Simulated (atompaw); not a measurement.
## nitrogen (N): one change to a PAW (atompaw) potential, before and after

```
Element                 : N (Z = 7)
Generator               : atompaw 4.2.0.5
Type                    : PAW
Functional              : LDA (PW92)
Relativity              : non-relativistic
Frozen core             : [He]
Valence charge          : 5
Reference configuration : 2s2 2p2.75 (charge +0.25)
Partial waves           : 2s (bound): rc 1.15 bohr; 2s channel at 0.25 Ry: rc 0.70 bohr; 2p (bound): rc 1.15 bohr; 2p channel at -0.3 Ry: rc 1.15 bohr
Local potential         : vpsmatchnc scheme with l = 2 at 0.5 Ry, radius 0.95 bohr
Core correction         : smooth core density matched at 0.80 bohr
Augmentation charge     : sinc compensation charge, radius 1.00 bohr; PAW radius 1.15 bohr; waves and projectors: custom rrkj gramschmidtortho
```

All-electron outer shells of the reference configuration (LDA (PW92), non-relativistic, ld1.x):

| shell | level (eV) | outermost node (bohr) | outermost maximum (bohr) |
| --- | --- | --- | --- |
| 2s | -21.54 | 0.32 | 1.02 |
| 2p | -10.30 | – | 0.96 |

Change: local potential bessel scheme, radius 0.95 bohr.

Cutoffs: the cutoffs (Ry, on a coarse ladder) from which the occupation-weighted sum of valence levels, in a spherical-Bessel basis at the reference potential, stays within 10 and 1 mRy of its value at 400 Ry; they do not see the model core or the augmentation charge, which bear on the density cutoff.

What does the change do?

The potential gets neither clearly harder nor softer (50 Ry and 60 Ry → 45 Ry and 60 Ry); the range in which the s phases agree narrows (upper end at the end of the scan → 3.8); neither file shows a bound ghost.

| quantity | base | changed |
| --- | --- | --- |
| cutoff, loose | 50 Ry | 45 Ry |
| cutoff, tight | 60 Ry | 60 Ry |
| loose cutoff by channel (10 mRy a level) | s 10 Ry, p 45 Ry | s 10 Ry, p 40 Ry |
| bound ghosts | none | none |
| s: phases at 1.15 bohr within 0.05 rad from the reference energy up to (Ry; the scan ends near 5) | to the end of the scan | 3.8 |
| p: phases at 1.15 bohr within 0.05 rad from the reference energy up to (Ry; the scan ends near 5) | to the end of the scan | to the end of the scan |
| lowest overlap eigenvalue by channel | s 0.06, p 0.96 | s 0.08, p 0.97 |

 The cutoffs see the waves, projectors and local potential, not the compensation charge or the core.
